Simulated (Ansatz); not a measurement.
Compare A (`C=C(C)c1ccccc1`) with its isomer B (`c1ccc(C2CC2)cc1`).

Isolated molecules relaxed with PBE0-D4/def2-TZVP in Ansatz; ΔE leaves out vibrations. CCSD(T)/CBS is the MP2 limit (def2-TZVPP, def2-QZVPP) plus CCSD(T) − MP2 in def2-TZVPP, frozen cores. Functionals use def2-TZVPP. Each species was taken in one conformer, which may not be the lowest.

Problem. Which isomer does CCSD(T)/CBS put lower? Give the gap. (An estimate is asked.)

Solution. Computed: A, by 37.6 kJ/mol.

Problem. Give E(B) − E(A) in kJ/mol with PBE-D4, CCSD(T)/def2-SVP, LDA (SPW92), MP2/def2-TZVPP, PBE0-D4, r2SCAN-D4, B2PLYP. (Estimate.)

Solution. The calculation gave: PBE-D4 29.1, CCSD(T)/def2-SVP 33.8, LDA (SPW92) 16.4, MP2/def2-TZVPP 27.6, PBE0-D4 22.3, r2SCAN-D4 30.0, B2PLYP 38.9. None reverses the order clearly.

Largest T1 diagnostic: 0.010.

Leaving LDA and LC-ωPBE aside and taking each functional with its dispersion term where it has one, the values, not all of them listed here, spread over 32.6 kJ/mol, from PBE-QIDH to BLYP-D4. LDA lies −11.3 kJ/mol from PBE without D4. From BLYP to BHLYP (50 % exact exchange), in def2-TZVPP and without D4, E(B) − E(A) moves by −12.3 kJ/mol.
